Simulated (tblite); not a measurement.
Record of a relaxation.

C4H5N3O.
Numbering: `[CH3:1][O:2][c:3]1[cH:4][cH:5][n:6][n:7][n:8]1` (hydrogens: H9, H10, H11 on C1; H12 on C4; H13 on C5)

Computed with GFN2-xTB (tblite), gas phase: L-BFGS steps from a force-field or distance-geometry start until the largest atomic force falls under 0.01 eV/Å. 12 of its 19 geometries are shown.

Step 0: E = -649.7868 eV, largest atomic force 3.411 eV/Å
```
atom  x, y, z in Å  |  force x, y, z in eV/Å
C1     -2.296    0.275    0.003   -0.871  -0.098  -0.200
O2     -1.247   -0.414   -0.650    1.524   0.938   1.408
C3      0.011   -0.111   -0.120   -3.342   0.681   0.070
C4      1.070   -0.730   -0.700    1.003  -0.852  -0.593
C5      2.271   -0.398   -0.138    1.031   0.451   0.516
N6      2.389    0.483    0.863   -1.032   0.136   0.059
N7      1.317    1.047    1.351    0.096  -0.694  -0.775
N8      0.129    0.778    0.893    0.660  -0.581  -0.511
H9     -2.360    0.010    1.066    0.233   0.182  -0.168
H10    -3.245   -0.032   -0.466    0.427  -0.081  -0.028
H11    -2.209    1.359   -0.129    0.181  -0.140   0.196
H12     0.967   -1.446   -1.500   -0.060   0.077   0.000
H13     3.199   -0.821   -0.491    0.149  -0.017   0.026
```

Step 2: E = -649.9746 eV, largest atomic force 0.399 eV/Å
```
atom  x, y, z in Å  |  force x, y, z in eV/Å
C1     -2.313    0.275    0.001   -0.097   0.164   0.158
O2     -1.226   -0.393   -0.620   -0.271   0.181   0.230
C3     -0.032   -0.104   -0.123    0.297   0.063   0.004
C4      1.083   -0.736   -0.699   -0.083  -0.134  -0.022
C5      2.285   -0.393   -0.134    0.103  -0.003  -0.050
N6      2.373    0.488    0.867    0.135  -0.056  -0.048
N7      1.318    1.033    1.335   -0.259  -0.091  -0.108
N8      0.133    0.766    0.881   -0.218  -0.132  -0.182
H9     -2.355    0.015    1.062    0.066   0.157  -0.014
H10    -3.238   -0.037   -0.470    0.016  -0.234  -0.257
H11    -2.205    1.355   -0.124    0.039  -0.020   0.170
H12     0.965   -1.447   -1.504    0.035   0.104   0.071
H13     3.206   -0.821   -0.490    0.237   0.001   0.047
```

Step 3: E = -649.9864 eV, largest atomic force 0.262 eV/Å
```
atom  x, y, z in Å  |  force x, y, z in eV/Å
C1     -2.317    0.278    0.004   -0.104   0.095   0.086
O2     -1.230   -0.387   -0.612   -0.044   0.003   0.028
C3     -0.028   -0.103   -0.124   -0.149  -0.028  -0.090
C4      1.081   -0.737   -0.697    0.148  -0.185  -0.113
C5      2.288   -0.394   -0.135    0.102  -0.008  -0.024
N6      2.375    0.487    0.867   -0.061  -0.056  -0.088
N7      1.314    1.029    1.331   -0.154  -0.047  -0.035
N8      0.128    0.762    0.876    0.031   0.051   0.035
H9     -2.353    0.019    1.061   -0.003   0.129   0.120
H10    -3.237   -0.042   -0.475    0.064  -0.170  -0.182
H11    -2.203    1.354   -0.119   -0.007   0.113   0.147
H12     0.966   -1.446   -1.503    0.025   0.083   0.064
H13     3.212   -0.821   -0.489    0.153   0.021   0.052
```

Step 5: E = -649.9980 eV, largest atomic force 0.187 eV/Å
```
atom  x, y, z in Å  |  force x, y, z in eV/Å
C1     -2.326    0.285    0.010    0.035  -0.014  -0.007
O2     -1.237   -0.381   -0.604    0.016  -0.116  -0.146
C3     -0.029   -0.105   -0.131   -0.086  -0.042  -0.004
C4      1.086   -0.743   -0.696    0.041  -0.003  -0.029
C5      2.295   -0.395   -0.139   -0.011  -0.028  -0.014
N6      2.371    0.485    0.863   -0.063  -0.003  -0.023
N7      1.305    1.024    1.326    0.048   0.021   0.048
N8      0.123    0.759    0.871    0.033   0.021  -0.006
H9     -2.352    0.030    1.068   -0.094   0.084   0.131
H10    -3.231   -0.055   -0.490    0.093  -0.029  -0.023
H11    -2.203    1.360   -0.108   -0.084   0.125   0.085
H12     0.968   -1.443   -1.503    0.021  -0.060  -0.062
H13     3.226   -0.820   -0.485    0.052   0.044   0.050
```

Step 7: E = -650.0024 eV, largest atomic force 0.089 eV/Å
```
atom  x, y, z in Å  |  force x, y, z in eV/Å
C1     -2.327    0.288    0.013    0.070  -0.015  -0.004
O2     -1.240   -0.384   -0.606    0.020   0.015   0.004
C3     -0.031   -0.108   -0.134    0.036  -0.031   0.003
C4      1.088   -0.746   -0.698   -0.020   0.022  -0.015
C5      2.297   -0.397   -0.141   -0.067  -0.005   0.000
N6      2.368    0.484    0.861    0.027   0.004   0.026
N7      1.303    1.022    1.325    0.007   0.000  -0.018
N8      0.121    0.759    0.868    0.002  -0.032  -0.033
H9     -2.357    0.039    1.076   -0.073   0.046  -0.020
H10    -3.224   -0.063   -0.497    0.059   0.039   0.048
H11    -2.208    1.368   -0.098   -0.075  -0.024   0.030
H12     0.970   -1.445   -1.506    0.022  -0.065  -0.057
H13     3.235   -0.817   -0.481   -0.009   0.045   0.037
```

Step 8: E = -650.0035 eV, largest atomic force 0.079 eV/Å
```
atom  x, y, z in Å  |  force x, y, z in eV/Å
C1     -2.326    0.288    0.013    0.036   0.004   0.011
O2     -1.240   -0.384   -0.608    0.016   0.052   0.057
C3     -0.031   -0.109   -0.134    0.057  -0.024  -0.015
C4      1.088   -0.747   -0.699   -0.025  -0.011  -0.035
C5      2.296   -0.398   -0.141   -0.021   0.005   0.010
N6      2.367    0.484    0.860    0.017  -0.004   0.021
N7      1.303    1.022    1.325   -0.011  -0.005  -0.033
N8      0.121    0.758    0.866    0.001  -0.033  -0.021
H9     -2.360    0.043    1.078   -0.044   0.023  -0.049
H10    -3.220   -0.063   -0.497    0.027   0.036   0.042
H11    -2.211    1.370   -0.095   -0.048  -0.050   0.008
H12     0.971   -1.447   -1.508    0.024  -0.033  -0.024
H13     3.236   -0.815   -0.479   -0.030   0.040   0.029
```

Step 10: E = -650.0046 eV, largest atomic force 0.044 eV/Å
```
atom  x, y, z in Å  |  force x, y, z in eV/Å
C1     -2.323    0.289    0.015   -0.024   0.018   0.016
O2     -1.239   -0.383   -0.607    0.001   0.024   0.037
C3     -0.029   -0.112   -0.135    0.025  -0.002  -0.018
C4      1.088   -0.748   -0.703    0.015  -0.031  -0.025
C5      2.295   -0.398   -0.141    0.015   0.004   0.006
N6      2.367    0.483    0.861   -0.012  -0.008   0.000
N7      1.302    1.022    1.324   -0.012   0.006  -0.006
N8      0.122    0.756    0.864    0.013  -0.011   0.001
H9     -2.365    0.047    1.078   -0.005  -0.015  -0.007
H10    -3.216   -0.062   -0.496   -0.026   0.009   0.006
H11    -2.217    1.370   -0.091   -0.002  -0.003  -0.016
H12     0.973   -1.451   -1.511    0.025  -0.002   0.001
H13     3.237   -0.811   -0.475   -0.014   0.011   0.004
```

Step 11: E = -650.0048 eV, largest atomic force 0.028 eV/Å
```
atom  x, y, z in Å  |  force x, y, z in eV/Å
C1     -2.323    0.289    0.015   -0.023   0.011   0.009
O2     -1.239   -0.382   -0.606   -0.004   0.001   0.009
C3     -0.028   -0.112   -0.136    0.004   0.003  -0.007
C4      1.088   -0.749   -0.703    0.022  -0.015  -0.008
C5      2.295   -0.398   -0.141    0.002   0.001   0.002
N6      2.367    0.483    0.861   -0.007  -0.004  -0.003
N7      1.302    1.022    1.323   -0.004   0.008   0.008
N8      0.122    0.755    0.864    0.010  -0.005  -0.001
H9     -2.366    0.048    1.078   -0.004  -0.017   0.014
H10    -3.216   -0.062   -0.496   -0.028   0.004   0.001
H11    -2.217    1.370   -0.091    0.002   0.018  -0.016
H12     0.974   -1.452   -1.511    0.024  -0.007  -0.007
H13     3.236   -0.810   -0.475    0.004   0.002  -0.002
```

Step 13: E = -650.0049 eV, largest atomic force 0.025 eV/Å
```
atom  x, y, z in Å  |  force x, y, z in eV/Å
C1     -2.324    0.290    0.016   -0.004   0.000  -0.001
O2     -1.239   -0.382   -0.604   -0.010  -0.013  -0.014
C3     -0.027   -0.113   -0.137   -0.014  -0.003   0.002
C4      1.089   -0.750   -0.705   -0.004   0.008   0.008
C5      2.295   -0.398   -0.141    0.002  -0.002   0.000
N6      2.366    0.483    0.861    0.006   0.007   0.003
N7      1.302    1.022    1.323    0.009  -0.004   0.006
N8      0.123    0.754    0.863   -0.003   0.004  -0.005
H9     -2.367    0.047    1.079   -0.006  -0.005   0.013
H10    -3.217   -0.061   -0.495   -0.012   0.007   0.005
H11    -2.218    1.370   -0.092   -0.001   0.014  -0.005
H12     0.977   -1.453   -1.512    0.021  -0.010  -0.010
H13     3.236   -0.809   -0.474    0.015  -0.003  -0.003
```

Step 15: E = -650.0050 eV, largest atomic force 0.017 eV/Å
```
atom  x, y, z in Å  |  force x, y, z in eV/Å
C1     -2.325    0.291    0.017    0.003  -0.003  -0.002
O2     -1.240   -0.382   -0.604   -0.010  -0.003  -0.004
C3     -0.027   -0.113   -0.137   -0.010  -0.005   0.002
C4      1.090   -0.751   -0.705   -0.006   0.007   0.007
C5      2.295   -0.398   -0.141    0.002   0.001  -0.002
N6      2.367    0.483    0.861    0.009  -0.001  -0.001
N7      1.302    1.022    1.324    0.000  -0.010  -0.006
N8      0.123    0.754    0.863   -0.005   0.001  -0.005
H9     -2.369    0.047    1.080   -0.002   0.008  -0.007
H10    -3.219   -0.060   -0.495    0.000   0.009   0.008
H11    -2.219    1.371   -0.092   -0.001  -0.009   0.005
H12     0.979   -1.454   -1.514    0.015   0.004   0.006
H13     3.237   -0.809   -0.474    0.005  -0.001   0.000
```

Step 16: E = -650.0051 eV, largest atomic force 0.018 eV/Å
```
atom  x, y, z in Å  |  force x, y, z in eV/Å
C1     -2.325    0.291    0.017    0.002  -0.002  -0.001
O2     -1.240   -0.382   -0.604   -0.005   0.001   0.001
C3     -0.028   -0.113   -0.138   -0.003  -0.004  -0.001
C4      1.090   -0.751   -0.705   -0.001   0.002   0.003
C5      2.295   -0.398   -0.141    0.002   0.002  -0.002
N6      2.367    0.483    0.861    0.004  -0.005  -0.003
N7      1.302    1.022    1.323   -0.005  -0.007  -0.008
N8      0.123    0.754    0.862   -0.002  -0.002  -0.003
H9     -2.369    0.047    1.080    0.000   0.009  -0.010
H10    -3.219   -0.060   -0.494    0.000   0.007   0.007
H11    -2.219    1.372   -0.092    0.000  -0.012   0.006
H12     0.981   -1.454   -1.514    0.011   0.009   0.011
H13     3.238   -0.809   -0.474   -0.002   0.001   0.000
```

Step 18: E = -650.0051 eV, largest atomic force 0.008 eV/Å
```
atom  x, y, z in Å  |  force x, y, z in eV/Å
C1     -2.326    0.291    0.017    0.000  -0.001  -0.001
O2     -1.241   -0.382   -0.604    0.004  -0.002   0.001
C3     -0.028   -0.114   -0.138    0.004  -0.001  -0.003
C4      1.090   -0.751   -0.705    0.005  -0.003  -0.001
C5      2.296   -0.398   -0.141    0.000   0.002   0.000
N6      2.367    0.483    0.861   -0.005  -0.004  -0.001
N7      1.302    1.021    1.323   -0.005   0.002  -0.003
N8      0.123    0.754    0.862    0.000  -0.005   0.000
H9     -2.369    0.047    1.080    0.002   0.006  -0.001
H10    -3.220   -0.059   -0.493   -0.004   0.002   0.000
H11    -2.219    1.371   -0.092    0.004  -0.002   0.004
H12     0.983   -1.454   -1.513    0.002   0.005   0.006
H13     3.238   -0.809   -0.474   -0.006   0.001  -0.002
```

Task: Summarise the path.

Result: The energy falls by 5.03 kcal/mol from step 0 to step 18; nine tenths of that is first reached at step 3. It falls at every step. The largest force goes from 3.411 to 0.008 eV/Å. Among the bonds O2–C3 changes most, from 1.398 to 1.327 Å; the atoms move by 0.039 Å rms after alignment.
